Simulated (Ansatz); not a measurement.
cis-RuCl2(PF3)4 (P4RuCl2F12). The state is a singlet with charge 0. Geometry PBE-D4/def2-SVP, basis def2-TZVP, Ansatz.

```csv
atom,x (Å),y (Å),z (Å)
Cl1,-2.655,0.671,0.247
Cl2,-1.124,-2.428,0.652
F3,2.136,-2.371,0.061
F4,2.788,-0.187,0.883
F5,2.443,-0.543,-1.497
F6,-0.396,3.038,0.729
F7,-0.709,2.597,-1.640
F8,1.493,2.423,-0.651
F9,0.208,1.348,3.036
F10,0.722,-1.022,3.101
F11,-1.590,-0.271,3.200
F12,-0.093,-2.037,-2.639
F13,-0.893,0.181,-3.222
F14,-2.413,-1.432,-2.241
P15,1.711,-0.846,-0.104
P16,-0.013,1.944,-0.364
P17,-0.273,-0.019,2.361
P18,-0.959,-0.854,-2.007
Ru19,-0.382,-0.190,0.094
```

```json
{"run": "A", "HOMO (eV)": "-7.58", "LUMO (eV)": "-3.26"}
{"run": "B", "HOMO (eV)": "-8.14", "LUMO (eV)": "-2.83"}
{"run": "C", "HOMO (eV)": "-6.75", "LUMO (eV)": "-3.70"}
{"run": "D", "HOMO (eV)": "-7.06", "LUMO (eV)": "-3.57"}
```

In the def2 sets Ru takes a core potential; there is no spin–orbit coupling. Single mean-field runs in def2-TZVP are fitted with def2-universal-jkfit.

**Question.** The runs used PBE, PBE0, r2SCAN, r2SCANh. Estimate which is which.

**Answer.** A r2SCANh (10 % exact exchange); B PBE0 (25 % exact exchange); C PBE (0 % exact exchange); D r2SCAN (0 % exact exchange). Exact exchange lowers occupied and raises empty levels; among semilocal functionals meta-GGAs tend to open the gap a little, and such runs are hard to tell apart. The gap grows from 3.05 eV (PBE) to 5.31 eV (PBE0).
